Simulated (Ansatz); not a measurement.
Geometry optimisation, Ansatz 0.2.0, RKS PBE-D4/def2-SVP.

input.yaml

```yaml
crystal:
  periodic: [false, false, false]
  atoms:
    - { symbol: Ga, position_ang: [0.0, 0.0, 0.0] }
    - { symbol: "N", position_ang: [0.0, 0.0, 2.28] }
    - { symbol: H, position_ang: [-0.877, -0.2713, 2.81] }
    - { symbol: H, position_ang: [0.877, 0.2713, 2.81] }
    - { symbol: Cl, position_ang: [1.9398, 0.0, -1.12] }
    - { symbol: "N", position_ang: [-1.6714, 0.0, -0.965] }
    - { symbol: H, position_ang: [-2.3403, -0.8164, -0.8664] }
    - { symbol: H, position_ang: [-1.9204, 0.8164, -1.5936] }
    - { symbol: O, position_ang: [0.4396, -1.9341, 0.659] }
    - { symbol: H, position_ang: [-0.1933, -2.5903, 0.2244] }
    - { symbol: H, position_ang: [0.2823, -1.2421, 1.8185] }
basis:
  gaussian: { orbitals: def2-SVP }
hamiltonian:
  xc: pbe
  dispersion: d4
relax:
  f_tol: 0.15
  max_steps: 25
  restrain:
    - { distance: [0, 8], at: 2.99, k: 30.0 }
    - { distance: [10, 1], at: 2.26, k: 30.0 }
    - { distance: [0, 1], at: 1.93, k: 30.0 }
    - { distance: [10, 8], at: 1.01, k: 30.0 }
output:
  orbitals: {}
```

Launched with:

```bash
$ ansatz run input.yaml --threads 4 --pin off --max-ram 5120MiB --backend cpu --events-out ev --progress --plain --runs-dir out
```

Task: Where does it end, and by what steps?

Result: It converged. The restraints hold the end off the free minimum; the threshold counts their pulls, which the force column leaves out. Restrained pairs: Ga1–O9 (2.09 → 2.98 Å), N2–H11 (1.35 → 2.26 Å), Ga1–N2 (2.28 → 1.90 Å), O9–H11 (1.36 → 1.00 Å). After 11 steps the energy has fallen by 1.254 eV (the restraints' own energy left out); Cl5 moved furthest, 1.00 Å.

```
step  energy less start (eV)  largest force component (eV/Å)  accepted
   0                  0.0000                           2.302       yes
   1                  0.5405                           2.256       yes
   2                  0.4897                           2.054       yes
   3                 -0.0606                           1.750       yes
   4                 -0.6439                           0.586       yes
   5                 -0.8680                           0.982       yes
   6                 -0.9882                           1.125       yes
   7                 -1.1228                           1.094       yes
   8                 -1.2112                           0.946       yes
   9                 -1.2467                           0.803       yes
  10                 -1.2496                           0.885       yes
  11                 -1.2543                           0.836       yes
```

```xyz
11
Properties=species:S:1:pos:R:3
Ga -0.025 0.251 0.199
N -0.008 0.016 2.088
H -0.866 0.314 2.567
H 0.790 0.471 2.546
Cl 1.764 0.932 -0.804
N -1.507 -0.262 -0.760
H -2.425 -0.096 -0.338
H -1.535 0.005 -1.749
O 0.460 -2.654 0.631
H -0.423 -2.615 0.213
H 0.313 -2.128 1.463
```

Time of the run: 21 s on 4 threads of Arm Neoverse V1, with other jobs on the host, peak memory 0.19 GiB.
